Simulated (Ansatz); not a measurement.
CH8InNSiTe, SMILES `[CH3][In]([NH2])[SiH2][TeH]`, relaxed with RKS PBE0-D4/def2-TZVP in Ansatz from a GFN2-xTB geometry. The force threshold is 0.005 eV/Å; the program also tests the step.

Charge 0, multiplicity 1. In, Te: def2 effective core potential.

Start:

```xyz
13

C    -1.616   -1.654    1.254
In   -0.229   -0.357    0.048
N    -1.252    0.710   -1.380
Si    2.252    0.353    0.258
Te    2.569    2.507   -0.969
H    -2.608   -1.201    1.213
H    -1.294   -1.731    2.293
H    -1.665   -2.656    0.824
H    -2.180    0.380   -1.620
H    -0.812    0.989   -2.249
H     2.680    0.513    1.661
H     3.208   -0.608   -0.317
H     0.947    2.755   -1.018
```

**Question.** How much energy does the relaxation release, and in how many steps? (Estimate.)

**Answer.** The calculation gave: 0.11 eV, in 35 steps, 5 of them rejected.

**Question.** Which bonds change most? (Best estimate.)

**Answer.** Ansatz gave: C1–In2 from 2.249 to 2.148 Å; In2–N3 from 2.055 to 2.014 Å; In2–Si4 from 2.589 to 2.565 Å; Si4–H12 from 1.472 to 1.491 Å.

**Question.** Give the relaxed structure. (An estimate is asked.)

**Answer.** Computed: 
```xyz
13

C    -1.566   -1.686    1.240
In   -0.337   -0.355    0.086
N    -1.264    0.675   -1.376
Si    2.137    0.305    0.237
Te    2.579    2.293   -1.232
H    -2.604   -1.616    0.913
H    -1.506   -1.433    2.300
H    -1.222   -2.714    1.115
H    -2.211    0.510   -1.676
H    -0.760    1.227   -2.051
H     2.609    0.570    1.626
H     3.034   -0.748   -0.317
H     1.111    2.973   -0.867
```
